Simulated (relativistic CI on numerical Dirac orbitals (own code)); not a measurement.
Energy levels of Ag²⁺

Calculated at this level of theory: Dirac-Coulomb-Breit CI, separate exchange-only KLI orbitals for each configuration, model QED (radiative potential, 1s self-energy scaled to tabulated hydrogen-like ionisation energies), valence Slater integrals scaled by 0.85, P86 correlation energy added to each configuration (own radial code, finite nucleus).

Configurations in the expansion (outside the closed core [Kr]): 4d9, 4d8 5s, 4d8 5p, 4d8 4f, 4d8 5d, 4d8 6s, 4d8 6p, 4d7 5s 5p, 4d8 7s, 4d8 6d, 4d8 7p, 4d8 5f, 4d8 5g, 4d8 7d, 4d8 6f, 4d7 5s2, 4d6 5s2 5p, 4d6 4f 5s2, 4d6 5s2 5d, 4d6 5s2 6s, 4d6 5s2 6p, 4d7 5s 6s, 4d6 5s 5p 6s, 4d6 4f 5s 6s, 4d6 5s 5d 6s, 4d6 5s 6s2, 4d6 5s 6s 6p. Double excitations out of closed p, d and f shells are left out; levels of such configurations are missing from the list, as are those of other unlisted configurations, and high levels can miss mixing partners.

The lowest level is 4d9 2D_5/2, with 100 % of that term; Hund's rules for 4d9 give 2D with J = 5/2, in agreement.

```tsv
No.	Configuration	Term	J	E (eV)	%	Next component (%)	jj configuration (%)
1	4d9	2D	5/2	0.0000	100		4d5/2^5 (100)
2	4d9	2D	3/2	0.5408	100		4d3/2^3 4d5/2^6 (100)
3	4d8(3F) 5s	4F	9/2	8.1589	99	1 2G	4d5/2^4 5s (86)
4	4d8(3F) 5s	4F	7/2	8.4674	93	7 2F	4d3/2^3 4d5/2^5 5s (56)
5	4d8(3F) 5s	4F	5/2	8.7466	96	2 2D	4d3/2^3 4d5/2^5 5s (77)
6	4d8(3F) 5s	4F	3/2	8.8981	92	7 2D	4d3/2^2 4d5/2^6 5s (43)
7	4d8(3F) 5s	2F	7/2	9.2745	92	7 4F	4d3/2^3 4d5/2^5 5s (56)
8	4d8(3F) 5s	2F	5/2	9.5885	54	27 2D	4d5/2^4 5s (63)
9	4d8(3P) 5s	4P	5/2	9.9115	59	35 2F	4d3/2^3 4d5/2^5 5s (59)
10	4d8(3P) 5s	4P	3/2	10.0577	53	35 2D	4d5/2^4 5s (52)
11	4d8(3P) 5s	4P	1/2	10.2640	98	1 2S	4d5/2^4 5s (36)
12	4d8(3P) 5s	4P	3/2	10.3707	46	44 2D	4d3/2^3 4d5/2^5 5s (60)
13	4d8(1D) 5s	2D	5/2	10.5856	66	23 4P	4d3/2^2 4d5/2^6 5s (63)
14	4d8(1G) 5s	2G	9/2	10.9962	99	1 4F	4d3/2^3 4d5/2^5 5s (86)
15	4d8(1G) 5s	2G	7/2	11.0116	98	1 2F	4d3/2^3 4d5/2^5 5s (88)
16	4d8(3P) 5s	2P	3/2	11.0834	85	14 2D	4d3/2^3 4d5/2^5 5s (71)
17	4d8(3P) 5s	2P	1/2	11.1567	98	1 2S	4d3/2^3 4d5/2^5 5s (65)
18	4d8(1S) 5s	2S	1/2	14.3026	97	1 4P	4d3/2^2 4d5/2^6 5s (56)
19	4d8(3F) 5p	4D°	7/2	14.3290	88	7 4F°	4d5/2^4 5p1/2 (68)
20	4d8(3F) 5p	4G°	9/2	14.6945	45	32 2G°	4d5/2^4 5p1/2 (84)
21	4d8(3F) 5p	4D°	5/2	14.7677	88	7 4F°	4d3/2^3 4d5/2^5 5p1/2 (38)
22	4d8(3F) 5p	4G°	11/2	14.9296	99	1 2H°	4d5/2^4 5p3/2 (87)
23	4d8(3F) 5p	4G°	7/2	15.0473	61	22 4F°	4d3/2^3 4d5/2^5 5p1/2 (69)
24	4d8(3F) 5p	4D°	3/2	15.1060	92	5 4F°	4d3/2^3 4d5/2^5 5p3/2 (53)
25	4d8(3F) 5p	4F°	9/2	15.1612	71	26 2G°	4d5/2^4 5p3/2 (86)
26	4d8(3F) 5p	4G°	5/2	15.2429	70	13 4F°	4d3/2^3 4d5/2^5 5p1/2 (41)
27	4d8(3F) 5p	4D°	1/2	15.2766	93	6 2P°	4d3/2^2 4d5/2^6 5p3/2 (39)
28	4d8(3F) 5p	2F°	7/2	15.3577	46	27 4F°	4d5/2^4 5p3/2 (33)
29	4d8(1D) 5p	2D°	3/2	15.4462	49	36 4F°	4d5/2^4 5p1/2 (52)
30	4d8(3F) 5p	4G°	9/2	15.5281	52	41 2G°	4d3/2^3 4d5/2^5 5p3/2 (96)
```

Energies count from the lowest computed level; ° marks odd parity. Percentages are summed over parent terms; the parents shown are those of the largest component, closed shells are left out there. Filled j subshells are mostly left out of the jj labels.

The mean weight of the leading LS term, summed over parents, in these 30 levels is 79 %, and that of the leading jj configuration (from the same eigenvectors) 65 %, so LS coupling describes them better.

For a near-neutral ion this model can misplace configurations by up to about 10,000 cm⁻¹ (more where the count of f electrons changes) and terms by 10 to 25 % of their spread. Rates follow the energies as ν³ (E1, M1) or ν⁵ (E2), so they and the lifetimes can be off by large factors. The fine structure of a lone outer electron comes out too small, for d and f at times inverted, and misplaced configurations move strength between like terms. 10 of the 13 excited levels that our extract of the measured tables holds in this range could be paired (the sources list more); they are missed by 2612 cm⁻¹ on average and 3536 at most, and levels without a partner can miss by more.

LS names give the leading component of a level, which can be under half, so a name can repeat, a term be missing and a line seem to break the LS rules.
